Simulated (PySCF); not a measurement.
Point-charge models of `CC[SiH2]O` against its computed dipole.

Coordinates (PBE0-D3(BJ)/def2-SVP, Å) and charges (e) from the PBE0/pcSseg-1 density (PySCF):

| atom | x | y | z | Mulliken | IAO | Hirshfeld | ESP-fitted |
| --- | --- | --- | --- | --- | --- | --- | --- |
| C1 | 1.850 | 0.233 | 0.006 | -0.3102 | -0.4024 | -0.1116 | -0.2103 |
| C2 | 0.512 | -0.445 | -0.281 | -0.5918 | -0.5656 | -0.1620 | -0.1550 |
| Si3 | -0.969 | 0.582 | 0.255 | +0.8238 | +0.9967 | +0.3959 | +0.6619 |
| O4 | -2.423 | -0.135 | -0.146 | -0.5733 | -0.7785 | -0.3156 | -0.6949 |
| H5 | 1.940 | 1.192 | -0.529 | +0.1212 | +0.1366 | +0.0399 | +0.0530 |
| H6 | 2.702 | -0.393 | -0.303 | +0.1257 | +0.1411 | +0.0408 | +0.0723 |
| H7 | 1.975 | 0.446 | 1.080 | +0.1185 | +0.1354 | +0.0387 | +0.0554 |
| H8 | 0.404 | -0.659 | -1.359 | +0.1479 | +0.1459 | +0.0403 | +0.0529 |
| H9 | 0.460 | -1.425 | 0.227 | +0.1372 | +0.1379 | +0.0365 | +0.0393 |
| H10 | -0.973 | 1.896 | -0.449 | -0.1141 | -0.1386 | -0.0810 | -0.1177 |
| H11 | -0.871 | 0.820 | 1.734 | -0.1310 | -0.1652 | -0.0939 | -0.1699 |
| H12 | -2.591 | -1.005 | 0.227 | +0.2459 | +0.3567 | +0.1721 | +0.4129 |

Problem. Compute μ = Σ q r for each scheme (1 e·Å = 4.803 D) and compare with the dipole of the full density.

Solution. The full density gives (0.99, -1.52, 0.53) D, 1.88 D in size; dipole vectors point from the negative to the positive end.

| scheme | μx | μy | μz | size (D) | share of the full size (%) | angle to the full dipole (°) |
| --- | --- | --- | --- | --- | --- | --- |
| Mulliken | 1.12 | 0.16 | 0.93 | 1.47 | 78 | 61 |
| IAO | 1.33 | -0.18 | 1.18 | 1.79 | 95 | 49 |
| Hirshfeld | 0.50 | -0.55 | 0.32 | 0.81 | 43 | 11 |
| ESP-fitted | 1.03 | -1.49 | 0.54 | 1.88 | 100 | 2 |

Problem. Which set comes closest?

Solution. Length of the difference vector: ESP-fitted 0.05 D, Hirshfeld 1.11 D, IAO 1.53 D, Mulliken 1.73 D. Closest: ESP-fitted. The schemes that divide the density aren't constrained to reproduce the dipole.

Problem. What is left for the Hirshfeld atoms' own dipoles?

Solution. The Hirshfeld atoms' densities add up to the full density, so μ = Σ q r + Σ (atomic dipoles). The atomic dipoles sum to (0.99, -1.52, 0.53) − (0.50, -0.55, 0.32) = (0.49, -0.97, 0.21) D, 1.11 D in size.

Problem. With the origin at the mean of the coordinates, (0.168, 0.092, 0.038) Å, which are the largest single terms, by size, of the IAO dipole along the direction of the full one?

Solution. O4 +4.58, Si3 -4.44, C1 -1.46, H10 +1.45, C2 -1.42 D; all 12 atoms together +1.17 D. The single terms depend on the origin, their sum doesn't.

Problem. Give the size of the full dipole in other units.

Solution. 1.88 D = 0.742 au = 0.392 e·Å = 6.29 × 10⁻³⁰ C·m.

The structure is a single PBE0-D3(BJ)/def2-SVP conformer in the gas phase; no vibrational or solvent corrections.

These values come from a run that also computed NMR shieldings. On one thread, Arm Neoverse V1, shared host, this took 8.4 s wall.

Shape of the structure used: `[CH3:1][CH2:2][SiH2:3][OH:4]`: C1–C2–Si3–O4 177°, H–O4–Si3–C2 60°.
